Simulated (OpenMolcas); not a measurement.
**Lines of neutral calcium: computed and rescaled rates**

| Item | Value |
| --- | --- |
| Program | OpenMolcas |
| Method | SS-CASPT2, IPEA 0.25 Eh, imaginary shift 0.1 Eh (closed shells correlated: 3s 3p) |
| Basis | ANO-RCC-VQZP [7s6p3d2f1g] |
| Scalar Hamiltonian | DKH2, point nucleus |
| Active space | 2 electrons in 4 orbitals (4s 4p) |
| State averaging | 2S+1 = 3 even, 3 roots; 2S+1 = 1 even, 6 roots; 2S+1 = 3 odd, 3 roots; 2S+1 = 1 odd, 3 roots |
| Spin-orbit coupling | state interaction with AMFI integrals over the reference wave functions, term energies averaged over their components |

Rates come from the transition moments of the reference wave functions (E1 and E2 in the length form). At fixed line strength A goes as λ^-3 for E1 and M1 and as λ^-5 for E2, so a rate at the computed wavelength can be rescaled to the measured one. Measured vacuum wavelengths follow from level energies in NIST Handbook of Basic Atomic Spectroscopic Data. Branching counts decays inside the model space alone, at computed energies, and the table is only a selection of the E1 lines, drawn from those between levels with measured partners whose computed energy lies within a factor of 1.5 of the measured one.

```
  Upper        Lower  Type  λ computed (nm)  λ measured (nm)  A computed (s-1)  A rescaled (s-1)  Branching %
4p2 3P0  4s 4p 3P* 1    E1            391.3            430.9          4.18e+08          3.13e+08        100.0
4p2 3P2  4s 4p 3P* 2    E1            390.9            430.4          3.12e+08          2.34e+08         74.8
4p2 3P1  4s 4p 3P* 2    E1            391.9              432          1.73e+08          1.29e+08         41.4
4p2 3P1  4s 4p 3P* 0    E1            390.2            429.1          1.41e+08          1.06e+08         33.6
4p2 3P2  4s 4p 3P* 1    E1            389.7            428.4          1.05e+08          7.90e+07         25.2
4p2 3P1  4s 4p 3P* 1    E1            390.7              430          1.05e+08          7.88e+07         25.1
```

The largest correction is for 4p2 3P1 → 4s 4p 3P* 2 (E1): 1.73e+08 × (391.9 / 432)^3 = 1.29e+08 s-1, a factor of 0.75.

The computed rate and branching of 4p2 3P0 → 4s 4p 3P* 1 give the upper level a radiative lifetime of 1.000 / 4.18e+08 s-1 = 2.39e-09 s, counting decays inside the model space alone. The rescaled rate gives about 3.2e-09 s.

No measured rate stands beside these. Rescaling mends the energy factor alone: line strengths can still be far off where a level mixes with configurations outside the active space, and weak or spin-changing lines hang on small mixing coefficients that depend on the term gaps too, so rescaling need not improve them.

The ¹D term of p² mixes with s d, which this space lacks. Measured partners are found by configuration, term and J. A level has none where our copy of the source lacks it or the pairing is in doubt (some pairs that miss far off the trend of their configuration count as doubtful). Levels of configurations outside the active space are missing.

* marks odd parity.
